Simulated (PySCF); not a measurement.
**Ionisation energy of Cd³⁰⁺ by level of theory**

Cd³⁰⁺ [Ar] (1S) → Cd³¹⁺ [Ne] 3s2 3p5 (2P), as a difference of total energies. All numbers are calculated (PySCF 2.14, the spin-free X2C one-electron Hamiltonian (Gaussian nucleus), in an even-tempered Gaussian basis (18 s from 4.4 bohr⁻², ratio 2.5; 12 p from 5.7 bohr⁻², ratio 2.5; 5 d from 27 bohr⁻², ratio 2.7; 4 f from 41 bohr⁻², ratio 2.7)). Correlated levels: outer shells: 1s2 frozen; virtual orbitals above 40 to 60 times the deepest correlated orbital energy dropped. The calculations carry no spin-orbit coupling.

```
                method  ionisation energy (eV)
                   UHF                  1868.2
    MP2 (outer shells)                  1869.2
SCS-MP2 (outer shells)                  1869.0
   CCSD (outer shells)                  1869.1
CCSD(T) (outer shells)                  1869.1
```

A first-order spin-orbit estimate (lowest level to lowest level, LS coupling) adds -14.169 eV.

Breit and QED terms and the two-electron picture change are absent.

For comparison: 1852 ± 5 eV (semi-empirical (NIST evaluation); NIST Atomic Spectra Database, ionization energies).
